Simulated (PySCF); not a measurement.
Species: C3H10O2Si.
Numbering: `[CH3:1][O:2][SiH:3]([CH3:4])[O:5][CH3:6]` (hydrogens: H7, H8, H9 on C1; H10 on Si3; H11, H12, H13 on C4; H14, H15, H16 on C6)

Structure used (PBE0-D3(BJ)/def2-SVP), in Å, numbered top down from 1:
```
atom  x, y, z in Å
C1    -2.0665   -0.9585   -0.7953
O2    -1.2382    0.1632   -0.6600
Si3   -0.2932    0.4619    0.6768
C4     0.5644    2.0756    0.3401
O5     0.7781   -0.7897    0.9177
C6     1.7948   -1.1311    0.0170
H7    -2.3784   -1.0480   -1.8476
H8    -2.9789   -0.8691   -0.1777
H9    -1.5533   -1.8945   -0.5097
H10   -1.1169    0.4682    1.9170
H11    1.2551    2.3330    1.1574
H12   -0.1712    2.8880    0.2388
H13    1.1379    2.0241   -0.5983
H14    2.2543   -2.0779    0.3402
H15    2.5911   -0.3649   -0.0175
H16    1.4135   -1.2709   -1.0109
```

Theory: core-valence-separated Tamm–Dancoff BHandHLYP/aug-pcX-1 (pcseg-1 on H, def2-SVPD on Si) in PySCF, non-relativistic, gas phase, PBE0-D3(BJ)/def2-SVP geometry. No empirical shift is added; at this level the pattern usually sits a few eV under experiment.

The lowest roots of each edge with f over 0.003 (five at most, numbered afresh; weaker and dark ones are left out), with transition dipoles (au) in the frame of the coordinates:

| root | edge | E (eV) | μx | μy | μz |
| --- | --- | --- | --- | --- | --- |
| 1 | C | 285.11 | -0.0128 | -0.0206 | 0.0029 |
| 2 | C | 285.86 | 0.0120 | -0.0260 | -0.0585 |
| 3 | C | 285.88 | -0.0558 | 0.0271 | -0.0272 |
| 4 | C | 286.76 | 0.0397 | 0.0437 | 0.0101 |
| 5 | C | 286.77 | -0.0420 | 0.0160 | 0.0320 |
| 6 | O | 533.16 | -0.0092 | -0.0053 | 0.0189 |
| 7 | O | 533.16 | 0.0075 | 0.0156 | -0.0128 |
| 8 | O | 533.62 | -0.0162 | 0.0059 | 0.0168 |
| 9 | O | 533.69 | -0.0180 | -0.0221 | 0.0035 |
| 10 | O | 533.84 | 0.0186 | 0.0157 | 0.0141 |

**Question.** What are the oscillator strengths?

**Answer.** f = (2/3) ΔE |μ|², with ΔE in hartree (27.2114 eV):

```tsv
root	ΔE (Eh)	|μ|² (au)	f	core hole on
1	10.4775	0.000597	0.004	C4
2	10.5051	0.004242	0.030	C4
3	10.5059	0.004588	0.032	C4
4	10.5384	0.003588	0.025	C1/C6
5	10.5386	0.003044	0.021	C1/C6
6	19.5934	0.000470	0.006	O2/O5
7	19.5935	0.000463	0.006	O2/O5
8	19.6103	0.000579	0.008	O5
9	19.6127	0.000825	0.011	O2
10	19.6184	0.000791	0.010	O5
```

**Question.** Molecules are fixed in this frame and the field points along (0, 1, 1)/√2. What effective strengths 3 f cos²θ do the roots have (θ between field and μ)?

**Answer.** root 1 (C4): 0.003, root 2 (C4): 0.075, root 3 (C4): 0.000, root 4 (C1/C6): 0.031, root 5 (C1/C6): 0.024, root 6 (O2/O5): 0.004, root 7 (O2/O5): 0.000, root 8 (O5): 0.010, root 9 (O2): 0.007, root 10 (O5): 0.017. Root 2 is the strongest. Averaged over all orientations cos²θ is 1/3, which gives f back. For degenerate partners only the sum has meaning, as the program may mix them freely.

One conformer stands for the species.
